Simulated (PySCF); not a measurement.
## Working out the excitation energy of Mg

Mg [Ne] 3s2 (1S) → Mg [Ne] 3p2 (3P). All numbers are calculated (PySCF 2.14, the non-relativistic Hamiltonian (point nucleus), in aug-cc-pCVDZ (6s5p3d, 36 functions)). Frozen: nothing. Energies in hartree (1 hartree = 27.21139 eV):

| part | Mg (lower) | Mg (upper) |
| --- | --- | --- |
| UHF | -199.608341 | -199.377347 |
| MP2 opposite-spin | -0.146184 | -0.123386 |
| MP2 same-spin | -0.048537 | -0.051484 |

Task: What does Hartree-Fock give?

Result: (-199.377347) − (-199.608341) = 0.230994 hartree = 6.286 eV.

Task: What do MP2 and SCS-MP2 (6/5 opposite-spin, 1/3 same-spin) give?

Result: The opposite-spin parts differ by 0.620 eV and the same-spin parts by -0.080 eV. MP2: 6.286 + (0.620) + (-0.080) = 6.826 eV. SCS-MP2: 6.286 + 1.2 × (0.620) + (-0.080)/3 = 7.003 eV.

Measured between the centres of the two terms (NIST): 7.173 eV, so MP2 (all electrons) is off by -0.347 eV.

A double-zeta basis recovers only part of the correlation energy.

What remains against the reference includes basis incompleteness and correlation beyond second order.
